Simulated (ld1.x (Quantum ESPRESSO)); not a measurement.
## An all-electron radial function and its pseudo partner (sulfur)

Columns: radius, all-electron u(r) and pseudo u(r) of the 3p shell (level -7.12 eV) of sulfur in the configuration [Ne] 3s2 3p4; LDA (PZ), non-relativistic, RRKJ scheme, ld1.x (Quantum ESPRESSO) 7.5.

| r (bohr) | all-electron | pseudo |
| --- | --- | --- |
| 0.055 | 0.0693 | -0.0060 |
| 0.110 | 0.1831 | -0.0234 |
| 0.165 | 0.2739 | -0.0500 |
| 0.220 | 0.3239 | -0.0827 |
| 0.275 | 0.3337 | -0.1179 |
| 0.330 | 0.3108 | -0.1524 |
| 0.385 | 0.2634 | -0.1837 |
| 0.440 | 0.1993 | -0.2105 |
| 0.495 | 0.1248 | -0.2329 |
| 0.550 | 0.0449 | -0.2523 |
| 0.605 | -0.0368 | -0.2708 |
| 0.660 | -0.1174 | -0.2909 |
| 0.715 | -0.1949 | -0.3149 |
| 0.770 | -0.2680 | -0.3443 |
| 0.825 | -0.3359 | -0.3795 |
| 0.880 | -0.3981 | -0.4196 |
| 0.935 | -0.4542 | -0.4628 |
| 0.990 | -0.5043 | -0.5067 |
| 1.045 | -0.5485 | -0.5488 |
| 1.100 | -0.5869 | -0.5869 |
| 1.155 | -0.6199 | -0.6199 |
| 1.210 | -0.6477 | -0.6477 |
| 1.265 | -0.6706 | -0.6706 |
| 1.320 | -0.6892 | -0.6892 |
| 1.375 | -0.7035 | -0.7035 |
| 1.430 | -0.7142 | -0.7142 |

Question: How many radial nodes do the two functions have?

Answer: The all-electron 3p function has n − l − 1 = 1; the pseudo-wave has 0, since the states of the same l below it are removed with the core.

Question: At about which radius was the pseudo-wave matched?

Answer: 1.10 bohr. The columns agree to 0.0005 from 1.04 bohr on; several derivatives are matched, so the curves merge somewhat inside the radius.

Question: Is the pseudo-wave norm-conserving?

Answer: Yes: the RRKJ scheme keeps the norm inside the radius equal to the all-electron one, which fixes the energy derivative of the logarithmic derivative at the level.
